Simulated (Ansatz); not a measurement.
CuF$_{2}$, doublet, at a GFN2-xTB geometry (such geometries of metal compounds can be far from the true shape), atoms displaced at random by about 0.05 Å a coordinate; HF/6-31G* (Ansatz, a quantum-chemistry and plane-wave program).

Here is a job for Ansatz.
Ansatz 0.2 input:
```yaml
crystal:
  periodic: [false, false, false]
  atoms:
    - {symbol: Cu, position_ang: [-0.01198296, 0.07088041, -0.02497977]}
    - {symbol: F, position_ang: [-0.04933351, -0.03865288, 1.68243360]}
    - {symbol: F, position_ang: [-0.01635636, 0.03031863, -1.64914401]}
basis:
  gaussian:
    orbitals: 6-31G*
hamiltonian:
  xc: hf
magnetization: {spin_polarized: true, initial_magnetization: 1}
relax: {f_tol: 0.1}
```

What the program printed (banner, timings and long lists left out):

```
Functional definition: HF
620 factors; integrals over basis functions are off by at most 3.2e-4 eV
mean field evaluation 1: about -50000.3042 eV, gradient 2.6e1 eV
mean field evaluation 2: about -50000.3335 eV, gradient 2.6e1 eV
mean field evaluation 4: about -50003.6015 eV, gradient 4.2e0 eV
mean field evaluation 8: about -50003.8790 eV, gradient 2.7e-1 eV
mean field evaluation 16: about -49998.6318 eV, gradient 6.5e0 eV
mean field evaluation 32: about -50003.7444 eV, gradient 4.8e-1 eV
mean field evaluation 64: about -50003.6751 eV, gradient 4.7e-1 eV
mean field evaluation 96: about -50003.3174 eV, gradient 2.2e0 eV
mean field evaluation 128: about -50002.7593 eV, gradient 2.0e0 eV
mean field -50003.87989162 eV, -1837.6086921698 hartree, gradient 2.5e-5 eV, S^2 0.755113; 2 other end points of the search recorded, 0 dependent functions left out
the calculation of the forces begins
reference -50003.87989162 eV, -1837.6086921698 hartree; 24, 23 occupied and 42, 43 virtual orbitals, 620 factors
relax step   1: F+E_penalty+E_count = -50003.87989162 eV  Δ(F+E_penalty+E_count) = +0.000e0 eV  max|allowed force component| = 3.842e0 eV/Å  Δτ_max = 0.0000 Å  (241 SCF iters, accepted)
these checks for a lower state are left out or cut short: starts, cluster_reference, orbital_swaps, neighbouring_geometries, increment
620 factors; integrals over basis functions are off by at most 3.2e-4 eV
mean field evaluation 160: about -50003.9759 eV, gradient 1.4e-2 eV
mean field -50004.01590485 eV, -1837.6136905637 hartree, gradient 1.1e-5 eV, S^2 0.754790; 0 other end points of the search recorded, 0 dependent functions left out
the calculation of the forces begins
reference -50004.01590485 eV, -1837.6136905637 hartree; 24, 23 occupied and 42, 43 virtual orbitals, 620 factors
relax step   2: F+E_penalty+E_count = -50004.01590485 eV  Δ(F+E_penalty+E_count) = -1.360e-1 eV  max|allowed force component| = 1.664e0 eV/Å  Δτ_max = 0.0355 Å  (69 SCF iters, accepted)
these checks for a lower state are left out or cut short: starts, cluster_reference, orbital_swaps, neighbouring_geometries, increment
620 factors; integrals over basis functions are off by at most 3.1e-4 eV
mean field -50004.05936594 eV, -1837.6152877296 hartree, gradient 2.6e-5 eV, S^2 0.754536; 0 other end points of the search recorded, 0 dependent functions left out
the calculation of the forces begins
reference -50004.05936594 eV, -1837.6152877296 hartree; 24, 23 occupied and 42, 43 virtual orbitals, 620 factors
relax step   3: F+E_penalty+E_count = -50004.05936594 eV  Δ(F+E_penalty+E_count) = -4.346e-2 eV  max|allowed force component| = 3.996e-2 eV/Å  Δτ_max = 0.0425 Å  (65 SCF iters, accepted)
620 factors; integrals over basis functions are off by at most 3.1e-4 eV
mean field evaluation 192: about -49997.3159 eV, gradient 6.0e0 eV
mean field evaluation 224: about -50003.8798 eV, gradient 4.7e-1 eV
mean field evaluation 256: about -50003.8544 eV, gradient 4.8e-1 eV
mean field evaluation 288: about -50003.0282 eV, gradient 5.3e-3 eV
mean field evaluation 320: about -50003.0195 eV, gradient 7.5e-1 eV
mean field evaluation 352: about -50000.4242 eV, gradient 2.6e1 eV
mean field -50004.05936594 eV, -1837.6152877296 hartree, gradient 2.6e-5 eV, S^2 0.754536; 3 other end points of the search recorded, 0 dependent functions left out
the calculation of the forces begins
reference -50004.05936594 eV, -1837.6152877296 hartree; 24, 23 occupied and 42, 43 virtual orbitals, 620 factors
Total energy: -50004.05936594 eV, -1837.6152877296 hartree
Atom 0 at    -0.025486     0.022323     0.003086 Å, force    -0.001384    -0.005397    -0.024840 eV/Å
Atom 1 at    -0.043112    -0.015455     1.723845 Å, force     0.000960     0.003253    -0.015123 eV/Å
Atom 2 at    -0.009075     0.055678    -1.718621 Å, force     0.000424     0.002145     0.039963 eV/Å
Dipole moment:     0.000783     0.002854     0.000835 e Å
```
